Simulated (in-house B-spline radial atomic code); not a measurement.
# Ionising the silicon ion Si⁶⁺ with different functionals

Computed with a radial B-spline atomic code at the basis-set limit: scalar-relativistic (spin-free X2C) Hamiltonian, Fermi nucleus of rms radius 3.1224 fm, spin-polarised at highest spin, spherical fractional occupations for the functionals, the average over the highest-spin determinants for Hartree-Fock. The ionisation energy is the difference of two self-consistent energies, [He] 2s2 2p4 → [He] 2s2 2p3, without Breit or QED terms; ε is the level of the shell that loses the electron (its least bound occupied spin orbital).

Hybrids are left out here: with spherical fractional occupations of an open shell their exact exchange keeps a self-interaction that integer-occupation calculations don't have.

| method | rung | ΔSCF (eV) | -ε(2p) (eV) |
| --- | --- | --- | --- |
| Hartree-Fock | Hartree-Fock | 244.59 | 246.78 |
| LDA VWN5 | LDA | 246.03 | 225.74 |
| LDA PW92 | LDA | 246.02 | 225.73 |
| LDA exchange-only | LDA | 242.93 | 222.92 |
| PBE | GGA | 246.01 | 225.67 |
| PBEsol | GGA | 245.53 | 225.33 |
| BLYP | GGA | 246.21 | 225.77 |
| RPBE | GGA | 245.72 | 225.49 |
| PW91 | GGA | 246.27 | 225.96 |
| BP86 | GGA | 246.25 | 225.93 |
| AM05 | GGA | 245.33 | 225.21 |
| OLYP | GGA | ? | ? |
| TPSS | meta-GGA | 245.52 | 225.64 |
| SCAN | meta-GGA | ? | ? |
| r2SCAN | meta-GGA | 244.57 | 225.34 |
| revTPSS | meta-GGA | 245.09 | 225.28 |

Task: What does SCAN give?

Result: ΔSCF 244.67 eV, and -ε(2p) = 225.39 eV.

Task: What does OLYP give?

Result: ΔSCF 245.34 eV, and -ε(2p) = 225.41 eV.

Task: How do they compare with the NIST value?

Result: NIST lists 246.57 eV ± 0.05 (semi-empirical, ground level to ground level). Errors run from -3.64 to -0.30 eV; PW91 is closest (-0.30 eV), though others lie within the uncertainty of it, and part of that can be cancellation, since the calculations leave out spin-orbit coupling, Breit-QED terms, multiplet and fine-structure energies. Hartree-Fock also lacks correlation.
